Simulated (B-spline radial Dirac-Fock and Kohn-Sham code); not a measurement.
**Dipole and non-dipole photoemission parameters of Pr³⁺ 5s**

System: the Pr³⁺ ion in the configuration [Xe] 4f2; threshold 71.37 eV (orbital energy of the model). These are calculated numbers from a radial finite-basis atomic code; the model is Dirac-Hartree-Slater photoionisation with a Latter tail; cross sections with all multipoles, angular parameters from the dipole term and its interference with E2.

The run's input, task.json:

```json
{"items": [{
  "Z": 59,
  "q": 3,
  "cfg": [[1, 0, 2], [2, 0, 2], [2, 1, 6], [3, 0, 2], [3, 1, 6], [3, 2, 10], [4, 0, 2], [4, 1, 6], [4, 2, 10], [4, 3, 2], [5, 0, 2], [5, 1, 6]],
  "A": 141,
  "rrms": 4.8919,
  "do": "xps",
  "hv": [73.7, 76.1, 94.4, 97.5, 200, 229.0, 245.0, 348.0, 357.0, 400, 800, 1440.0, 1486.9, 1650.0, 1860.0, 2000, 2110.0, 2290.0, 2820.0, 2870.0, 3220.0, 3750.0, 4050.0, 4250.0, 4330.0, 6000, 6230.0, 9251.7, 9700.0, 12000]
}]}
```

Command: `python xray2_run.py task.json out`

For linearly polarised light dσ/dΩ = σ/(4π) [1 + β P₂(cos θ) + (δ + γ cos²θ) sin θ cos φ], with θ from the polarisation vector and φ the angle between the beam and the projection of the electron momentum on the plane normal to the polarisation.

| hν (eV) | σ (kb) | β | γ |
| --- | --- | --- | --- |
| 94.4 | 138 | 1.846 | 0.044 |
| 97.5 | 138 | 1.856 | 0.068 |
| 200 | 71.0 | 1.936 | 0.277 |
| 229 | 60.1 | 1.942 | 0.293 |
| 245 | 55.2 | 1.945 | 0.300 |
| 348 | 34.2 | 1.956 | 0.334 |
| 357 | 32.9 | 1.956 | 0.337 |
| 400 | 27.9 | 1.959 | 0.342 |
| 800 | ? | ? | ? |
| 1440 | 3.70 | 1.977 | 0.148 |
| 1486.9 | 3.50 | 1.977 | 0.138 |
| 1650 | 2.92 | 1.978 | 0.106 |
| 1860 | 2.36 | 1.979 | 0.068 |
| 2000 | 2.07 | 1.979 | 0.045 |
| 2110 | 1.88 | 1.980 | 0.028 |
| 2290 | 1.62 | 1.980 | 0.003 |
| 2820 | 1.11 | 1.981 | -0.054 |
| 2870 | 1.08 | 1.981 | -0.059 |
| 3220 | 0.870 | 1.982 | -0.084 |
| 3750 | 0.654 | 1.982 | -0.109 |
| 4050 | 0.565 | 1.983 | -0.116 |
| 4250 | 0.516 | 1.983 | -0.119 |
| 4330 | 0.497 | 1.983 | -0.119 |
| 6000 | 0.264 | 1.984 | -0.082 |
| 6230 | 0.245 | 1.984 | -0.071 |
| 9251.7 | 0.110 | 1.984 | 0.132 |
| 9700 | 0.0999 | 1.984 | 0.170 |
| 12000 | 0.0639 | 1.984 | 0.376 |

Problem. Give the values at 800 eV.

Solution. σ = 9.82 kb, β = 1.971, γ = 0.290. For an s subshell δ is negligible.
